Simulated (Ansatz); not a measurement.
Ansatz (a program for electronic structure) input (PBE/def2-TZVP):

Ansatz 0.2 input:
```yaml
crystal:
  periodic: [false, false, false]
  atoms:
    - {symbol: Ge, position_ang: [-0.00000000, -0.00000000, -0.37348732]}
    - {symbol: O, position_ang: [0.00000000, 0.00000000, 1.49394926]}
basis:
  gaussian:
    orbitals: def2-TZVP
hamiltonian:
  xc: {name: PBE}
magnetization: {spin_polarized: true, initial_magnetization: 2}
relax: {f_tol: 0.003, max_steps: 100}
```

End of the output:

```
integrals: 0.01 GiB planned
509 factors; their error is unknown
mean field: 0.18 GiB planned
mean field evaluation 1: about -58540.8791 eV, gradient 5.2e1 eV
mean field evaluation 2: about -58355.0764 eV, gradient 1.5e2 eV
mean field evaluation 4: about -58544.6987 eV, gradient 3.8e1 eV
mean field evaluation 8: about -58552.1665 eV, gradient 3.1e-1 eV
mean field evaluation 16: about -58552.1547 eV, gradient 1.2e-4 eV
mean field evaluation 32: about -58551.7462 eV, gradient 3.5e0 eV
mean field evaluation 64: about -58551.8452 eV, gradient 2.3e-4 eV
mean field evaluation 96: about -58551.7684 eV, gradient 5.8e0 eV
mean field -58552.15470471 eV, -2151.7519973223 hartree, gradient 5.7e-6 eV, S^2 2.006085; 11 other end points of the search recorded, 0 dependent functions left out
the calculation of the forces begins
reference -58552.15472991 eV, -2151.7519982481 hartree; 21, 19 occupied and 58, 60 virtual orbitals, 509 factors
relax step   1: F+E_penalty+E_count = -58552.15470471 eV  Δ(F+E_penalty+E_count) = +0.000e0 eV  max|allowed force component| = 2.441e-1 eV/Å  Δτ_max = 0.0000 Å  (297 SCF iters, accepted)
these checks for a lower state are left out or cut short: starts, cluster_reference, orbital_swaps, neighbouring_geometries, increment
integrals: 0.01 GiB planned
509 factors; their error is unknown
mean field: 0.18 GiB planned
mean field -58552.15598179 eV, -2151.7520442539 hartree, gradient 1.7e-5 eV, S^2 2.006107; 0 other end points of the search recorded, 0 dependent functions left out
the calculation of the forces begins
reference -58552.15600698 eV, -2151.7520451796 hartree; 21, 19 occupied and 58, 60 virtual orbitals, 509 factors
relax step   2: F+E_penalty+E_count = -58552.15598179 eV  Δ(F+E_penalty+E_count) = -1.277e-3 eV  max|allowed force component| = 1.134e-1 eV/Å  Δτ_max = 0.0036 Å  (36 SCF iters, accepted)
these checks for a lower state are left out or cut short: starts, cluster_reference, orbital_swaps, neighbouring_geometries, increment
integrals: 0.01 GiB planned
509 factors; their error is unknown
mean field: 0.18 GiB planned
mean field -58552.15634401 eV, -2151.7520575654 hartree, gradient 1.7e-5 eV, S^2 2.006127; 0 other end points of the search recorded, 0 dependent functions left out
the calculation of the forces begins
reference -58552.15636920 eV, -2151.7520584910 hartree; 21, 19 occupied and 58, 60 virtual orbitals, 509 factors
relax step   3: F+E_penalty+E_count = -58552.15634401 eV  Δ(F+E_penalty+E_count) = -3.622e-4 eV  max|allowed force component| = 2.149e-3 eV/Å  Δτ_max = 0.0032 Å  (36 SCF iters, accepted)
integrals: 0.01 GiB planned
509 factors; their error is unknown
mean field: 0.18 GiB planned
mean field evaluation 128: about -58550.6542 eV, gradient 1.1e1 eV
mean field evaluation 160: about -58551.6685 eV, gradient 3.6e-2 eV
mean field evaluation 192: about -58551.7148 eV, gradient 1.1e0 eV
mean field evaluation 224: about -58551.8498 eV, gradient 9.5e-2 eV
mean field -58552.15634401 eV, -2151.7520575654 hartree, gradient 1.9e-5 eV, S^2 2.006127; 12 other end points of the search recorded, 0 dependent functions left out
the calculation of the forces begins
reference -58552.15636920 eV, -2151.7520584910 hartree; 21, 19 occupied and 58, 60 virtual orbitals, 509 factors
Total energy: -58552.15636920 eV, -2151.7520584910 hartree
Atom 0 at    -0.000000     0.000000    -0.380218 Å, force    -0.000000    -0.000000    -0.002149 eV/Å
Atom 1 at     0.000000    -0.000000     1.500680 Å, force    -0.000000     0.000000     0.002149 eV/Å
Dipole moment:     0.000000     0.000000    -0.298526 e Å
```

This is an excited triplet: at this geometry the singlet lies 2.74 eV lower at CCSD(T)/CBS(aug-cc-pVTZ,aug-cc-pVQZ).
